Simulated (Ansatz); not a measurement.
`[SiH3][O][GaH][SH]` at its PBE0-D4/def2-TZVP geometry, where that method's forces vanish. Charge 0, multiplicity 1.

```
atom   x (Å)   y (Å)   z (Å)
 Si1  -0.465  -1.224  -0.782
  O2  -0.299  -0.601   0.713
 Ga3   0.275   0.885   1.510
  S4   1.030   2.476   0.205
  H5  -1.895  -1.526  -1.053
  H6   0.013  -0.266  -1.825
  H7   0.330  -2.474  -0.905
  H8   0.207   0.961   3.054
  H9   0.805   1.768  -0.917
```

Task: For each bond, give half the difference of the two atoms' forces along it (eV/Å; positive pushes the atoms apart) under PBE-D4, r2SCAN-D4, B3LYP-D4, ωB97M-V in def2-TZVPP. (Estimate.)

Result: Computed: 
| bond | length (Å) | PBE-D4 | r2SCAN-D4 | B3LYP-D4 | ωB97M-V |
| --- | --- | --- | --- | --- | --- |
| Si1–O2 | 1.629 | 0.31 | 0.09 | 0.09 | 0.15 |
| Si1–H5 | 1.487 | 0.02 | -0.03 | -0.10 | -0.15 |
| Si1–H6 | 1.495 | 0.00 | -0.03 | -0.08 | -0.12 |
| Si1–H7 | 1.487 | 0.02 | -0.03 | -0.09 | -0.15 |
| O2–Ga3 | 1.781 | 0.18 | 0.02 | 0.16 | 0.09 |
| Ga3–S4 | 2.192 | 0.09 | 0.01 | 0.17 | 0.01 |
| Ga3–H8 | 1.547 | -0.08 | -0.13 | -0.17 | -0.17 |
| S4–H9 | 1.345 | 0.27 | 0.01 | -0.03 | -0.10 |

B3LYP here is the variant with VWN-RPA as its local correlation; programs differ in this.
